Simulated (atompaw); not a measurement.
What one change does to a pseudopotential (cadmium, PAW (atompaw))

| Item | Value |
| --- | --- |
| Element | cadmium |
| Generator | atompaw 4.2.0.5 |
| Type | PAW |
| Functional | PBEsol |
| Relativity | scalar-relativistic |
| Frozen core | [Kr] |
| Valence charge | 12 |
| Reference configuration | 4d10 5s2 5p0 |
| Partial waves | 5s (bound): rc 2.40 bohr; 5s channel at 0.75 Ry: rc 3.00 bohr; 5p (bound, empty): rc 3.00 bohr; 5p channel at 1.25 Ry: rc 3.00 bohr; 4d (bound): rc 3.00 bohr; 4d channel at -0.5 Ry: rc 3.00 bohr |
| Local potential | bessel scheme, radius 2.40 bohr |
| Core correction | smooth core density matched at 1.95 bohr |
| Augmentation charge | besselshape compensation charge, radius 2.60 bohr; PAW radius 3.00 bohr; waves and projectors: custom polynom gramschmidtortho |

All-electron outer shells of the reference configuration (PBEsol, scalar-relativistic, ld1.x):

```tsv
shell	level (eV)	outermost node (bohr)	outermost maximum (bohr)
4s	-105.81	0.43	0.79
4p	-66.89	0.43	0.84
4d	-11.73	0.42	0.98
5s	-5.70	1.07	2.32
5p	-1.14	1.20	3.29
```

Change: all radii scaled by about 1.20 (s 2.88, p 3.62, d 3.62 bohr); local potential bessel scheme, radius 2.88 bohr; augmentation besselshape compensation charge, radius 3.12 bohr; PAW radius 3.62 bohr; waves and projectors: custom polynom gramschmidtortho; core correction smooth core density matched at 2.34 bohr.

Cutoffs: the cutoffs (Ry, on a coarse ladder) from which the occupation-weighted sum of valence levels, in a spherical-Bessel basis at the reference potential, stays within 10 and 1 mRy of its value at 400 Ry; they do not see the model core or the augmentation charge, which bear on the density cutoff.

Task: What does the change do?

Result: The potential gets softer (10 Ry and 18 Ry → 8 Ry and 12 Ry); neither file shows a bound ghost. A larger radius leaves more room for a smooth pseudo-wave, so fewer plane waves are needed.

```csv
quantity,base,changed
"cutoff, loose",10 Ry,8 Ry
"cutoff, tight",18 Ry,12 Ry
loose cutoff by channel (10 mRy a level),"s 6 Ry, d 8 Ry","s 6 Ry, d 6 Ry"
bound ghosts,none,none
lowest overlap eigenvalue by channel,"s 0.06, p 0.44, d 0.95","s 0.17, p 0.67, d 0.97"
```

 The cutoffs see the waves, projectors and local potential, not the compensation charge or the core.
